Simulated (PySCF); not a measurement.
# Co¹¹⁺: ionisation energy

Co¹¹⁺ [Ne] 3s2 3p4 (3P) → Co¹²⁺ [Ne] 3s2 3p3 (4S), as a difference of total energies. Calculation: PySCF 2.14, in an uncontracted even-tempered set (19 s from 0.49 bohr⁻², ratio 2.5; 12 p from 0.64 bohr⁻², ratio 2.5; 5 d from 5 bohr⁻², ratio 2.7; 4 f from 7.4 bohr⁻², ratio 2.7); the spin-free X2C one-electron Hamiltonian (Gaussian nucleus). Correlated levels: outer shells: 1s2 frozen; virtual orbitals above 40 to 60 times the deepest correlated orbital energy dropped. The calculations carry no spin-orbit coupling.

| method | ionisation energy (eV) |
| --- | --- |
| UHF | 334.01 |
| MP2 (outer shells) | 334.94 |
| SCS-MP2 (outer shells) | 334.99 |
| CCSD (outer shells) | 334.95 |
| CCSD(T) (outer shells) | 334.95 |

Question: How much does correlation contribute at CCSD(T) (outer shells)?

Answer: 334.95 − (334.01) = 0.94 eV, measured against UHF.

A first-order spin-orbit estimate (lowest level to lowest level, LS coupling) adds 0.807 eV.

For comparison: 336.1 ± 0.4 eV (semi-empirical (NIST evaluation); NIST Atomic Spectra Database, ionization energies).
